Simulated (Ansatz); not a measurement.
Program: Ansatz. Geometries: PBE0-D4/def2-TZVP. ΔE: electronic, gas phase. CCSD(T)/CBS adds triple-zeta CCSD(T) − MP2 to the extrapolated MP2 energy (def2 sets, frozen cores). This one scheme is used for every species. DFT in def2-TZVPP. B3LYP here is the variant with VWN-RPA as its local correlation; programs differ in this. HSE06 is defined as in plane-wave codes. Each species was taken in one conformer, which may not be the lowest.

Reaction (formal exchange of groups at the Al–O bond): `C[BH][AlH][OH]` + `[AlH3]` → `C[BH][AlH][AlH2]` + H₂O

| level | ΔE (kcal/mol) | difference from CCSD(T)/CBS |
| --- | --- | --- |
| LDA (SPW92) | 26.6 | -4.4 |
| PBE-D4 | 25.8 | -5.2 |
| revPBE-D4 | 26.2 | -4.8 |
| BLYP-D4 | 32.0 | 1.0 |
| r2SCAN-D4 | 30.6 | -0.4 |
| B97M-V | 33.6 | 2.6 |
| PBE0-D4 | 27.0 | -4.0 |
| B3LYP-D4 | 32.4 | 1.4 |
| r2SCANh-D4 | 30.6 | -0.4 |
| HSE06-D4 | 26.8 | -4.2 |
| BHLYP-D4 | 33.6 | 2.6 |
| CAM-B3LYP-D4 | 34.7 | 3.7 |
| ωB97X-V | 32.3 | 1.3 |
| ωB97M-V | 34.3 | 3.3 |
| PBE-QIDH | 30.3 | -0.7 |
| PBE | 26.0 | -5.0 |
| revPBE | 25.7 | -5.3 |
| BLYP | 32.1 | 1.1 |
| PBE0 | 27.1 | -3.9 |
| B3LYP | 32.7 | 1.7 |
| r2SCANh | 30.7 | -0.3 |
| r2SCAN0 | 30.8 | -0.2 |
| HSE06 | 27.0 | -4.0 |
| CAM-B3LYP | 35.0 | 4.0 |
| LC-ωPBE | 31.2 | 0.2 |
| RPA@PBE/def2-TZVPP | 31.6 | 0.6 |
| HF/def2-SVP | 35.6 | 4.6 |
| MP2/def2-SVP | 36.7 | 5.7 |
| CCSD/def2-SVP | 33.7 | 2.7 |
| CCSD(T)/def2-SVP | 33.4 | 2.4 |
| HF/def2-TZVPP | 35.1 | 4.1 |
| MP2/def2-TZVPP | 34.4 | 3.4 |
| SCS-MP2/def2-TZVPP | 34.8 | 3.8 |
| CCSD/def2-TZVPP | 31.6 | 0.6 |
| CCSD(T)/def2-TZVPP | 31.1 | 0.1 |
| HF/def2-QZVPP | 35.4 | 4.4 |
| MP2/def2-QZVPP | 34.5 | 3.5 |
| SCS-MP2/def2-QZVPP | 34.8 | 3.8 |
| MP2/CBS(def2) | 34.3 | 3.3 |
| CCSD/CBS(def2) | 31.5 | 0.5 |
| CCSD(T)/CBS | 31.0 | 0 |

What do rigid-rotor, harmonic-oscillator terms from PBE0-D4/def2-TZVP frequencies (298.15 K, 1 bar) make of the CCSD(T)/CBS value? (Estimate.)

Computed: ΔZPE = +1.4 kcal/mol, ΔH = +33.3 kcal/mol, ΔS = 20 J/(mol·K), ΔG = +31.9 kcal/mol.

Largest T1 diagnostic among the species: 0.013.

At CCSD(T), def2-SVP lies +2.4 kcal/mol from the extrapolated value and def2-TZVPP +0.1 kcal/mol. From BLYP to BHLYP (50 % exact exchange), in def2-TZVPP and without D4, ΔE moves by +2.2 kcal/mol.
